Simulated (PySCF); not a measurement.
Compound: C4H4N2Si.
Geometry (PBE0-D3(BJ)/def2-SVP, Å), atoms numbered from 1 in this order:
```xyz
11
C4H4N2Si angstrom
C     -1.362   -2.061    0.560
C     -0.408   -1.360    0.277
Si     0.939   -0.219   -0.205
C      1.917    0.163    1.327
N      2.532    0.382    2.284
N      0.374    1.306   -0.822
C     -0.833    1.646   -0.972
H     -2.195   -2.691    0.821
H      1.853   -0.842   -1.190
H     -1.079    2.645   -1.377
H     -1.701    1.002   -0.720
```

Method used: PySCF, PBE0-D3(BJ)/def2-SVP geometry optimisation, gas phase.

Masses are those of the commonest isotopes; rigid-rotor values at the optimised geometry. The values belong to one conformer with, in the numbering `[CH:1]#[C:2][Si@H:3]([C:4]#[N:5])[N:6]=[CH2:7]`, C2–Si3–N6–C7 -1°.

Q: Give the principal moments of inertia and the rotational constants in GHz.

A: Ia = 204.84, Ib = 268.44, Ic = 416.85 u·Å²; 505379 MHz·u·Å²/I gives 2467, 1883 and 1212 MHz, that is A = 2.4671, B = 1.8826, C = 1.2124 GHz.

Q: Classify the top.

A: An asymmetric top: κ = (2 × 1883 − 2467 − 1212)/(2467 − 1212) = 0.07.

Q: Is it planar, by Δ = Ic − Ia − Ib?

A: Not planar: Δ = Ic − Ia − Ib = -56.44 u·Å². For a rigid frame Δ = −2 Σ m c², so Σ m c² = 28.22 u·Å² lies off the ab plane: 6.70 from hydrogen and 21.52 from heavier atoms. The atom farthest from that plane is 2.12 Å away.

Q: Give the other two planar moments, Paa and Pbb, and the rms extents of the mass along the axes.

A: Paa = Σ m a² = (Ib + Ic − Ia)/2 = 240.22 and Pbb = Σ m b² = (Ia + Ic − Ib)/2 = 176.63 u·Å². With the mass M = 108.01 u, the rms extents √(P/M) along a, b and c are 1.49, 1.28, 0.51 Å.

Q: List the rotational levels J(Ka,Kc) to J = 4 (MHz).

A: Above 0(0,0):
J = 1: 1(0,1) 3095, 1(1,1) 3680, 1(1,0) 4350
J = 2: 2(0,2) 8949, 2(1,2) 9199, 2(1,1) 11210, 2(2,1) 12964, 2(2,0) 13299
J = 3: 3(0,3) 17228, 3(1,3) 17302, 3(1,2) 21202, 3(2,2) 22249, 3(2,1) 23591, 3(3,1) 27023, 3(3,0) 27145
J = 4: 4(0,4) 27876, 4(1,4) 27894, 4(1,3) 33894, 4(2,3) 34351, 4(2,2) 37389, 4(3,2) 39851, 4(3,1) 40554, 4(4,1) 45942, 4(4,0) 45978
The levels of one J sum to (2J + 1)J(J + 1)(A + B + C)/3.

Q: Which lines would a microwave search look for?

A: The dipole components are |μa| = 4.90 D, |μb| = 0.41 D, |μc| = 0.04 D. The squared components, which scale the intensities, stand as 1.00 : 0.01 : 0.00 (a : b : c). Some of the stronger lines:

```tsv
type	branch	J(Ka,Kc)	MHz	lower level (cm⁻¹)
a	Q	4(3,1) ← 4(3,2)	703	1.329
a	Q	2(1,1) ← 2(1,2)	2011	0.307
a	Q	5(3,2) ← 5(3,3)	2028	1.859
a	R	2(1,2) ← 1(1,1)	5520	0.123
a	Q	5(1,4) ← 5(1,5)	8017	1.365
a	R	3(1,3) ← 2(1,2)	8103	0.307
a	R	3(0,3) ← 2(0,2)	8279	0.299
a	R	3(2,1) ← 2(2,0)	10292	0.444
a	R	4(2,3) ← 3(2,2)	12102	0.742
a	R	5(1,5) ← 4(1,4)	13036	0.930
a	R	4(3,1) ← 3(3,0)	13409	0.905
a	R	4(2,2) ← 3(2,1)	13798	0.787
a	R	5(4,2) ← 4(4,1)	16204	1.532
a	R	5(2,3) ← 4(2,2)	16922	1.247
a	R	5(3,2) ← 4(3,1)	17212	1.353
```

Not checked by PBE0-D3(BJ)/def2-SVP frequencies. No vibrational averaging or centrifugal distortion is included, and the geometry carries the error of its method. Quadrupole hyperfine structure (14N) is left out.

Hardware: one thread of an Arm Neoverse V2, shared host with 32 logical CPUs at a one-minute load of 26. Cost: 58 s wall, 0.51 GiB resident at most. That covers the optimisation of the geometry.
